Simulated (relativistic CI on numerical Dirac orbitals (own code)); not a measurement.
# One change at a time: Ta LXX

Base calculation: Dirac-Coulomb-Breit CI, KLI orbitals optimised for each configuration, QED by a radiative potential, unscaled Slater integrals.

CI space (outside the closed core 1s2): 2s2, 2s 2p, 2p2, 2p 3s, 2p 3p, 2s 3s, 2s 3p, 2s 3d, 2s 4s, 2s 4p, 2s 4d, 2s 4f, 3s2, 3s 3p, 3p2. Levels of other configurations are missing.

Variants: (1) QED terms removed; (2) configuration mixing switched off. Shifts of the energy above 2s2 1S_0, in eV, for the lowest level and the first level of each name with at least 55 % of one term (blank where a level changes its place among those of its configuration and J or its character, or is not in the variant):

| Level | Base | Δ(1) | Δ(2) |
| --- | --- | --- | --- |
| 2s2 1S_0 | 0.0 | 0.0 | 0.0 |
| 2s 2p 3P°_0 | 168.6 | +17.3 | -10.8 |
| 2s 2p 3P°_1 | 202.2 | +17.4 | -10.7 |
| 2p2 3P_0 | 475.9 | +34.8 | -18.6 |
| 2s 2p 3P°_2 | 1560.1 | +15.9 | -10.9 |
| 2s 2p 1P°_1 | 1649.9 | +16.0 | -10.8 |
| 2p2 3P_1 | 1824.3 | +34.0 | -10.9 |
| 2p2 1D_2 | 1842.5 | +34.0 | -10.6 |
| 2p2 3P_2 | 3228.5 | +32.6 | -10.7 |
| 2p2 1S_0 | 3296.3 | +32.5 | -13.4 |
| 2s 3s 3S_1 | 10644.1 | +13.4 | -9.8 |
| 2s 3s 1S_0 | 10677.8 | +13.6 | -7.1 |
| 2s 3p 3P°_0 | 10723.5 | +18.7 | -10.8 |
| 2s 3p 3P°_1 | 10723.8 | +18.7 | -9.7 |
| 2p 3s 3P°_0 | 10853.6 | +31.5 | -11.1 |
| 2p 3s 3P°_1 | 10855.5 | +31.3 | -10.0 |
| 2p 3p 3D_1 | 10901.5 | +36.7 | -10.2 |
| 2p 3p 3P_0 | 10955.4 | +36.5 | -14.0 |
| 2s 3p 3P°_2 | 11134.5 | +18.2 | -10.9 |
| 2s 3p 1P°_1 | 11142.3 | +18.3 | -12.1 |
| 2s 3d 3D_1 | 11168.1 | +19.2 | -11.6 |
| 2s 3d 3D_2 | 11173.4 | +19.2 | -10.5 |

At this charge energies of transitions that change n are usually good to better than 1 %, and those within a shell (Δn = 0) to a few per cent.

Ionisation energy from the two ground configurations alone: base 18754.9 eV; QED terms removed 18774.6 eV. The NIST ASD value (theoretical) is 18760 eV.

LS names give the leading component of a level, which can be under half, so a name can repeat, a term be missing and a line seem to break the LS rules.
